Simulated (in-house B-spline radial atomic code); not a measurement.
RPA and G0W0 on HSE06: Mn²⁺

Configuration [Ar] 3d5, highest spin, mean-field start HSE06. Computed with an all-electron radial atomic-structure program (B-spline basis): all electrons, non-relativistic, point nucleus, each spin shell either full or empty, empty states to l = 9 with an (l + 1/2)⁻⁴ tail; G0W0 by contour deformation at full frequency.

Command:
```bash
python run_gw.py task.json out
```
Settings (radii: box in bohr, nucleus in fm):
```
Z                        25
electrons                23
configuration            [Ar] 3d5
hamiltonian              nr
method                   hse06
lmax                     9
spin_polarised           True
box_radius               17.55
intervals                51
```

Run time, properties included: 3 s on 1 thread of Arm Neoverse N1 (shared host).

Energies (hartree):

```
                                     term        value
                         mean-field total  -1149.96512
Hartree-Fock functional on these orbitals  -1149.10100
                      direct second order      -1.7511
                    second-order exchange      0.57628
                         SOSEX correction      0.52525
```

Problem. What is the RPA correlation energy, and what remains with SOSEX?

Solution. RPA gives -1.5171 hartree (-1.79 eV per electron); RPA + SOSEX gives -0.99187, and the second-order doubles -1.1749 hartree (no singles). RPA lacks exchange-type terms and so overcorrelates at short range.

Quasi-particle levels (eV):

```tsv
level	occupied	mean field	Σx - vxc	Σc	QP weight	G0W0
3d up	yes	-28.008	-7.38	?	?	?
3p down	yes	-70.85	-8.01	2.05	0.876	-76.80
4s up	no	-18.904	4.41	-1.17	0.975	-15.659
```

G0W0 = mean field + (Σx - vxc) + Σc, with Σc (partial-wave tail included) taken at the quasi-particle energy. Only the outer levels were computed. Levels of low weight are left out.

Problem. Where does G0W0 put 3d up?

Solution. At -33.94 eV, with Σc = 1.45 eV and a quasi-particle weight of 0.902. The tabulated removal energy is 33.668 ± 0.012 eV (NIST, measured); the calculation leaves out relativity, Breit and QED terms, and what these don't explain is the method's own error.
